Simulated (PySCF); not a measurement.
From results back to the method.

Compound: C2H8BF2N.
SMILES: `[BH3-][NH2+]CC(F)F`

The closed-shell ground state was solved 7 times with PySCF (density fitting, gas phase), always in the pcSseg-1 basis (142 functions), with these functionals: B3LYP, B97-D, BHandHLYP, HF, LC-wPBE, LDA and PBE0. The structure is a single PBE0-D3(BJ)/def2-SVP conformer in the gas phase; no vibrational or solvent corrections.

```
row  total energy (Eh)  HOMO (eV)  LUMO (eV)  dipole (D)
  P          -360.0656      -6.50      -0.15        4.76
  Q          -360.1044      -9.21       1.40        4.79
  R          -360.2932      -7.67       0.29        4.78
  S          -359.8934      -7.87       0.63        4.78
  T          -357.5316      -6.54      -0.55        4.75
  U          -360.0827     -10.75       2.93        4.87
  V          -358.3462     -11.30       3.73        4.86
```

Problem. Which functional belongs to which row?

Solution. P = B97-D, Q = BHandHLYP, R = B3LYP, S = PBE0, T = LDA, U = LC-wPBE, V = HF. By rising HOMO–LUMO gap: LDA (LDA) 5.99 eV; B97-D (GGA) 6.35 eV; B3LYP (global hybrid, 20 % exact exchange) 7.96 eV; PBE0 (global hybrid, 25 % exact exchange) 8.50 eV; BHandHLYP (global hybrid, 50 % exact exchange) 10.61 eV; LC-wPBE (range-separated hybrid) 13.68 eV; HF (all exact exchange) 15.03 eV. Total energies of different functionals aren't bounds to one another; each is stationary for its own functional.

The values belong to the conformer `[BH3-:1][NH2+:2][CH2:3][CH:4]([F:5])[F:6]`: B1–N2–C3–C4 180°, N2–C3–C4–F5 -59°.

Note: B97-D ran without an empirical dispersion term, which enters the total energy and its gradient alone.
